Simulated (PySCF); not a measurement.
**Working out the ionisation energy of Ge**

Ge [Ar] 3d10 4s2 4p2 (3P) → Ge⁺ [Ar] 3d10 4s2 4p1 (2P). All numbers are calculated (PySCF 2.14, a scalar-relativistic core potential, in aug-cc-pVTZ-PP with ECP10MDF (6s5p4d2f, 55 functions)). Frozen: 3s2 3p6 3d10. Energies in hartree (1 hartree = 27.21139 eV):

```csv
part,Ge (lower),Ge⁺ (upper)
UHF,-293.352850,-293.080756
CCSD correlation,-0.065283,-0.051338
(T),-0.001900,-0.000794
```

**Question.** What does Hartree-Fock give?

**Answer.** (-293.080756) − (-293.352850) = 0.272094 hartree = 7.404 eV.

**Question.** What do CCSD and CCSD(T) give?

**Answer.** The CCSD correlation energies differ by 0.013945 hartree = 0.379 eV and the triples by 0.001106 hartree = 0.030 eV, so CCSD gives 7.783 eV and CCSD(T) 7.813 eV.

Measured between the centres of the two terms (NIST): 7.925 eV, so CCSD(T) (valence) is off by -0.112 eV.

What remains against the reference includes basis incompleteness, the frozen core and higher excitations.
